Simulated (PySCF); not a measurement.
A search over the determinants of KTl⁺

Unrestricted PBE0; K def2-SVPD, Tl def2-SVPD with ECP60; scalar-relativistic core potentials (PySCF 2.14). Outer shells of the fragments: K+ closed shells only; Tl 5d10 6s2 6p1.

Followed along the bond (rough minima from three points):

```json
{"2Ms+1": "2", "unpaired": "σ ↑", "⟨S²⟩ at the start": "0.75", "R at minimum (Å)": "4.14", "Te (eV)": "0.00"}
{"2Ms+1": "2", "unpaired": "π ↑", "⟨S²⟩ at the start": "0.75", "R at minimum (Å)": "4.17", "Te (eV)": "0.67"}
{"2Ms+1": "4", "unpaired": "σ ↑↑, π ↑", "⟨S²⟩ at the start": "3.75", "R at minimum (Å)": "4.08", "Te (eV)": "6.15"}
```

Solutions found at the starting distance of 3.475 Å, counted from the lowest of them; the search is not exhaustive and high or unbound solutions are not listed, so other states can lie among these:

```
2Ms+1   unpaired  term  E (eV)  ⟨S²⟩  ⟨Lz²⟩   μ (D)
    2        σ ↑   ²Σ⁺    0.00  0.75   0.00  -10.07
    2        π ↑    ²Π    0.57  0.75   1.00  -11.48
    2        δ ↑    ²Δ    5.07  0.75   4.00  -10.03
    4  σ ↑↑, π ↑    ⁴Π    6.13  3.75   1.01  -10.80
    4  σ ↑, π ↑↑   ⁴Σ⁻    6.66  3.75   0.00  -11.55
    4      σ ↑↑↑   ⁴Σ⁺    9.39  3.75   0.00   -0.55
```

A term symbol is given only where ⟨S²⟩ and ⟨Lz²⟩ are close to those of a pure state; real π, δ and φ orbitals otherwise mix terms. A positive dipole points towards Tl; it is taken about the centre of mass and depends on that origin.

Compare the gap between the two lowest followed solutions at the starting distance with the gap between their minima.

At PBE0 the second solution (doublet, unpaired electrons π ↑) lies +0.57 eV from the first (doublet, unpaired electrons σ ↑) at 3.475 Å and +0.67 eV at the minima; the two curves relax by different amounts, since their minima lie near 4.17 and 4.14 Å.

These are scalar-relativistic numbers at best; spin–orbit coupling would shift them, the dissociation energy most. Counting both spins, an empty level lies below a filled one in some of these solutions, because spin and occupation are held.
